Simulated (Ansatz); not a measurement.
HI₃Si (`I[SiH](I)I`), charge 0, multiplicity 1.

Q: Give a relaxed structure at PBE0-D4/def2-TZVP (the Gaussian-basis code of Ansatz). (Estimate.)

A: The calculation gave: 
Z-matrix (Å, degrees):
```
Si
I 1 2.426
I 1 2.426 2 110.6
I 1 2.426 2 110.6 3 -122.9
H 1 1.476 2 108.3 3 118.5
```
Point group C3v.
